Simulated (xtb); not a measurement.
xtb input (GFN2-xTB):

```bash
xtb mol.xyz --gfn 2 --sp --chrg 0 --uhf 0
```
mol.xyz:
```
13

C      2.58349161    -0.74363657     0.46333470
Se     1.60747562     0.27297430    -0.91425861
C     -0.15744583    -0.21361312    -0.40396455
C     -0.95597250    -1.14152921    -1.00397649
C     -2.25435489    -1.29330836    -0.43434704
C     -2.51531122    -0.48925392     0.63063072
Se    -1.06325147     0.61537245     1.02751835
H      2.29567063    -0.39247558     1.45025779
H      3.64174257    -0.55280040     0.29436406
H      2.37061754    -1.80313016     0.35300066
H     -0.61411725    -1.72007435    -1.85132488
H     -2.97740829    -2.00052120    -0.81841761
H     -3.42256949    -0.44674122     1.21122507
```

End of the output:

```
         :::::::::::::::::::::::::::::::::::::::::::::::::::::
         ::                     SUMMARY                     ::
         :::::::::::::::::::::::::::::::::::::::::::::::::::::
         :: total energy             -20.062131274003 Eh    ::
         :: gradient norm              0.015083027651 Eh/a0 ::
         :: HOMO-LUMO gap              2.695663722374 eV    ::
         ::.................................................::
         :: SCC energy               -20.303406742932 Eh    ::
         :: -> isotropic ES            0.002190600797 Eh    ::
         :: -> anisotropic ES          0.000918526503 Eh    ::
         :: -> anisotropic XC          0.010964462239 Eh    ::
         :: -> dispersion             -0.012167285530 Eh    ::
         :: repulsion energy           0.241275468929 Eh    ::
         :: add. restraining           0.000000000000 Eh    ::
         :: total charge               0.000000000000 e     ::
         :::::::::::::::::::::::::::::::::::::::::::::::::::::

           -------------------------------------------------
          |                Property Printout                |
           -------------------------------------------------

    * Orbital Energies and Occupations

         #    Occupation            Energy/Eh            Energy/eV
      -------------------------------------------------------------
         1        2.0000           -0.7590343             -20.6544
       ...           ...                  ...                  ...
         7        2.0000           -0.5439202             -14.8008
         8        2.0000           -0.5274924             -14.3538
         9        2.0000           -0.5004694             -13.6185
        10        2.0000           -0.4998072             -13.6004
        11        2.0000           -0.4825836             -13.1318
        12        2.0000           -0.4779468             -13.0056
        13        2.0000           -0.4638623             -12.6223
        14        2.0000           -0.4582814             -12.4705
        15        2.0000           -0.4462149             -12.1421
        16        2.0000           -0.4352378             -11.8434
        17        2.0000           -0.4005290             -10.8989
        18        2.0000           -0.3915509             -10.6546
        19        2.0000           -0.3637684              -9.8986 (HOMO)
        20                         -0.2647046              -7.2030 (LUMO)
        21                         -0.2245920              -6.1115
        22                         -0.2064600              -5.6181
        23                         -0.1764303              -4.8009
        24                         -0.1534224              -4.1748
        25                         -0.1129129              -3.0725
        26                          0.0282595               0.7690
        27                          0.0423037               1.1511
        28                          0.0560103               1.5241
        29                          0.0747416               2.0338
        30                          0.0959843               2.6119
       ...                                ...                  ...
        44                          0.8552003              23.2712
      -------------------------------------------------------------
                  HL-Gap            0.0990638 Eh            2.6957 eV
             Fermi-level           -0.3142365 Eh           -8.5508 eV

     #   Z          covCN         q      C6AA      α(0)
     1   6 C        3.739    -0.068    21.876     6.674
     2  34 Se       2.041    -0.173   241.593    27.084
     3   6 C        2.958     0.024    27.468     8.596
     4   6 C        3.107    -0.038    28.811     8.795
     5   6 C        3.086    -0.037    28.824     8.801
     6   6 C        2.914    -0.032    28.799     8.800
     7  34 Se       2.370    -0.015   236.242    26.782
     8   1 H        0.925     0.063     2.162     2.299
     9   1 H        0.925     0.066     2.133     2.284
    10   1 H        0.925     0.061     2.185     2.312
    11   1 H        0.925     0.050     2.323     2.383
    12   1 H        0.925     0.044     2.399     2.422
    13   1 H        0.926     0.056     2.250     2.346

 Mol. C6AA /au·bohr⁶  :       4330.135561
 Mol. C8AA /au·bohr⁸  :     185966.465692
 Mol. α(0) /au        :        109.577423

Wiberg/Mayer (AO) data.
largest (>0.10) Wiberg bond orders for each atom

 ---------------------------------------------------------------------------
     #   Z sym  total        # sym  WBO       # sym  WBO       # sym  WBO
 ---------------------------------------------------------------------------
     1   6 C    3.984 --     2 Se   1.034    10 H    0.971     8 H    0.969
                             9 H    0.967
     2  34 Se   2.272 --     3 C    1.040     1 C    1.034
     3   6 C    3.940 --     4 C    1.597     7 Se   1.157     2 Se   1.040
                             6 C    0.107
     4   6 C    3.989 --     3 C    1.597     5 C    1.250    11 H    0.959
                             7 Se   0.108
     5   6 C    3.989 --     6 C    1.638     4 C    1.250    12 H    0.961
                             7 Se   0.105
     6   6 C    3.962 --     5 C    1.638     7 Se   1.218    13 H    0.956
                             3 C    0.107
     7  34 Se   2.715 --     6 C    1.218     3 C    1.157     4 C    0.108
                             5 C    0.105
     8   1 H    0.996 --     1 C    0.969
     9   1 H    0.995 --     1 C    0.967
    10   1 H    0.996 --     1 C    0.971
    11   1 H    0.998 --     4 C    0.959
    12   1 H    0.998 --     5 C    0.961
    13   1 H    0.995 --     6 C    0.956
 ---------------------------------------------------------------------------

Topologies differ in total number of bonds
Writing topology from bond orders to xtbtopo.mol

molecular dipole:
                 x           y           z       tot (Debye)
 q only:       -0.114      -0.516       0.393
   full:       -0.246      -0.786       0.443       2.377
molecular quadrupole (traceless):
                xx          xy          yy          xz          yz          zz
 q only:        3.476      -0.951      -1.232       2.320       0.633      -2.245
  q+dip:        4.739      -0.338      -1.215       3.280       2.281      -3.525
Note: The following floating-point exceptions are signalling: IEEE_UNDERFLOW_FLAG IEEE_DENORMAL
normal termination of xtb
   full:        5.452      -0.900      -1.804       3.463       0.866      -3.648

           -------------------------------------------------
          | TOTAL ENERGY              -20.062131274003 Eh   |
          | GRADIENT NORM               0.015083027651 Eh/α |
          | HOMO-LUMO GAP               2.695663722374 eV   |
           -------------------------------------------------

------------------------------------------------------------------------
------------------------------------------------------------------------
 total:
 SCF:
```
